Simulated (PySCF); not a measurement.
A ladder of Hamiltonians for Cd(38+) (cadmium, charge +38)

Occupied: 1s1/2, 2s1/2, 2p1/2, 2p3/2. Hartree-Fock calculated with PySCF 2.14 in an uncontracted even-tempered set (17 s from 5.6 bohr⁻², ratio 2.7; 12 p from 6.7 bohr⁻², ratio 2.7), Gaussian nucleus throughout. NR is non-relativistic, sf-X2C the spin-free one-electron X2C Hamiltonian, X2C adds the bare one-electron spin-orbit term, X2C-SNSO screens it by Boettger's factors, DC is four-component Dirac-Coulomb, and the Gaunt and Breit terms are added at first order (total energies over the DC spinors, levels after relaxing the spinors in that mean field). QED terms are absent. Levels marked empty are virtual spinors of this ion.

```
Hamiltonian  E (hartree)  E − E(DC) (hartree)  CPU seconds
         NR   -4202.4239             116.7425          0.2
     sf-X2C   -4317.0362               2.1303         0.12
        X2C   -4318.0709               1.0956         0.12
   X2C-SNSO   -4317.9840               1.1824         0.11
         DC   -4319.1665               0.0000          5.1
   DC+Gaunt   -4315.6808               3.4857          8.9
   DC+Breit   -4315.9849               3.1815           29
```

```tsv
level (eV)	NR	sf-X2C	X2C	X2C-SNSO	DC	DC+Gaunt	DC+Breit
1s1/2	-28352.5	-29236.0	-29234.4	-29234.5	-29256.3	-29198.6	-29202.3
2s1/2	-6060.7	-6301.3	-6300.9	-6300.9	-6303.5	-6297.8	-6298.2
2p1/2	-5821.1	-5901.7	-6047.1	-6040.7	-6041.8	-6031.8	-6032.9
2p3/2	-5821.1	-5901.7	-5835.6	-5838.3	-5840.1	-5833.0	-5834.1
3s1/2 (empty)	-2423.0	-2496.2	-2496.1	-2496.1	-2496.7	-2495.2	-2495.4
3p1/2 (empty)	-2346.2	-2377.9	-2414.4	-2412.8	-2413.1	-2410.6	-2410.9
3p3/2 (empty)	-2346.2	-2377.9	-2361.2	-2361.8	-2362.2	-2360.5	-2360.8
```

```tsv
interval (eV)	X2C	X2C-SNSO	DC	DC+Gaunt	DC+Breit
2p3/2 − 2p1/2	211.6	202.4	201.7	198.8	198.8
3p3/2 − 3p1/2	53.26	50.96	50.87	50.08	50.08
```

Weight of the small component: 1s1/2 0.0310, 2s1/2 0.00679, 2p1/2 0.00673, 2p3/2 0.00648, 3s1/2 0.00258, 3p1/2 0.00253, 3p3/2 0.00247.

Koopmans' value for the highest occupied level at DC+Breit: 5834.1 eV, against an ionisation energy of 5839 ± 3 eV (semi-empirical (NIST evaluation); NIST Atomic Spectra Database, ionization energies); the former lacks relaxation, correlation, QED and recoil.

The whole ladder took 45 s of wall time on 1 thread of Intel(R) Xeon(R) 6975P-C (shared host), launched as `OMP_NUM_THREADS=1 python relrun2.py TASK.json OUT` (a driver that calls PySCF for each Hamiltonian).
